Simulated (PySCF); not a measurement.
PySCF job for O2Se, SMILES O=[Se]=O (connectivity only; charge and spin as stated), charge +1, multiplicity 2, r2SCAN-D4/def2-TZVP. The structure is a stationary point at r2SCAN-D4/def2-TZVP. The spin state was assumed, not searched.

```python
import numpy as np
from pyscf import gto, scf, dft, df
from pyscf.hessian import thermo

mol = gto.M(
    atom='''
    O     0.00000000   -1.41577033    0.51854532
    Se    0.00000000   -0.00000000   -0.24402133
    O     0.00000000    1.41577034    0.51854532
    ''',
    basis='def2-TZVP',
    charge=1,
    spin=1,
    max_memory=1600,
    verbose=3,
)
mf = dft.UKS(mol, xc='r2scan').density_fit(auxbasis='def2-universal-jkfit')
mf.disp = 'd4'
mf.grids.level = 4
mf.conv_tol = 1e-11
mf.max_cycle = 100
mf.kernel()
fine, coarse = mf.grids, dft.Grids(mol).set(level=1).build(with_non0tab=True)
for _ in range(3):  # follow internal instabilities
    mf.grids = coarse
    mo, _, stable, _ = mf.stability(return_status=True, nroots=4)
    mf.grids = fine
    if stable:
        break
    mf.kernel(mf.make_rdm1(mo, mf.mo_occ))

# [left out here: the lines that compute and print the analytic Hessian (its translational invariance restored by hand, since the grid's response is missing), thermochemistry and intensities]
```

Log of the run:

```

WARN: HOMO -0.344974113182445 >= LUMO -0.344974113182431

converged SCF energy = -2551.50485260534  <S^2> = 0.76270289  2S+1 = 2.0126628
<class 'pyscf.df.df_jk.DFUKS'> wavefunction is stable in the internal stability analysis

WARN: MGGA Hessian is sensitive to dft grids. grids.level 4 may not be dense enough.


WARN: DFTD4 does not support analytical Hessian, using finite difference.


WARN: Mole.unit (angstrom) is changed to Bohr

Mode                                 0                   1                   2
Irrep
Freq [cm^-1]                      294.3059            678.2348            919.4794
Reduced mass [au]                  19.2831             19.7661             17.0134
Force const [Dyne/A]                0.9841              5.3571              8.4747
Char temp [K]                     423.4406            975.8289           1322.9261
Normal mode                   x     y     z       x     y     z       x     y     z
       0   O                 0.00 -0.09 -0.13    0.00  0.14 -0.07    0.00  0.15 -0.08
       1  Se                -0.00 -0.00  0.05    0.00 -0.06 -0.00    0.00  0.00  0.03
       2   O                 0.00  0.09 -0.13   -0.00  0.14  0.07    0.00 -0.15 -0.08
temperature 298.1500 [K]
pressure 101325.00 [Pa]
Rotational constants [GHz] 38.16566 7.87968 6.53124
Symmetry number 2
Zero-point energy (ZPE) 0.00431 [Eh]   11316.793 [J/mol]
                           tot       elec      trans        rot        vib
Entropy [J/mol/K]       270.113      5.763    167.478     88.876      7.997
Cv [J/mol/K]             37.620      0.000     12.472     12.472     12.677
Cp [J/mol/K]             45.935      0.000     20.786     12.472     12.677
Internal energy [J/mol]                      3718.434   3718.434  12889.971
Internal energy [Eh]   -2551.49711  -2551.50485
Enthalpy [J/mol]                             6197.391   3718.434  12889.971
Enthalpy [Eh]          -2551.49617
Gibbs free energy [J/mol]                  -43736.216 -22779.797  10505.792
Gibbs free energy [Eh] -2551.52684
mode   freq/cm-1   IR/(km/mol)
   1      294.31         8.997
   2      678.23        64.005
   3      919.48         0.032
max |gradient| / (hartree/bohr): 0.00015404305229454316
APT charges: [0.1983 0.6027 0.1983]
```

Self-consistency was reached.

Cost: about 4 core-minutes (a rough figure).
